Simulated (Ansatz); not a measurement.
Ideal-gas functions of AlBH$_{4}$NSb (`[BH]1[NH][SbH][AlH]1`) at 800 K and 1 bar, from an Ansatz frequency run at PBE0-D4/def2-TZVP.

Molar mass 177.59 g/mol, point group C1 (symmetry number 1), electronic degeneracy 1, moments of inertia 89.692, 223.704, 307.494 u Å². Harmonic wavenumbers (cm⁻¹, unscaled): 156, 259, 321, 340, 449, 498, 558, 596, 617, 658, 868, 954, 1192, 1320, 1895, 1899, 2584, 3536.

Use S(trans) = R[1.5 ln M + 2.5 ln T − 1.1517]; rotational temperatures θ = 24.2544 K / I; S(rot) = R[ln(√π/σ · √(T³/θAθBθC)) + 1.5]; for each mode x = 1.438777 ν̃/T, S = R[x/(eˣ − 1) − ln(1 − e⁻ˣ)] and H = RT x/(eˣ − 1); 1 cm⁻¹ = 0.0119627 kJ/mol; R = 8.31446 J/(mol·K).

Problem. By hand: the entropy, in J/(mol·K).

Solution. Translation 194.0. Rotation: θ = 0.2704, 0.1084, 0.0789 K, giving 125.8. Vibration, mode by mode: 18.91, 14.74, 13.00, 12.53, 10.31, 9.50, 8.63, 8.12, 7.86, 7.38, 5.41, 4.78, 3.40, 2.84, 1.25, 1.24, 0.45, 0.11, in all 130.5. Electronic 0.0. Sum 450.3 J/(mol·K).

Problem. By hand: H − E and G − E in kJ/mol, counted from the electronic energy.

Solution. Zero-point energy ½ × 18700 × 0.0119627 = 111.9; thermal vibration 54.5; translation, rotation and pV give 4 RT = 26.6. H − E = 193.0 kJ/mol, and G − E = 193.0 − 800 × 450.3/1000 = -167.2 kJ/mol.

Vibration gives 29 % of the entropy. The sum counts one conformer and one mirror image; others add a mixing term.
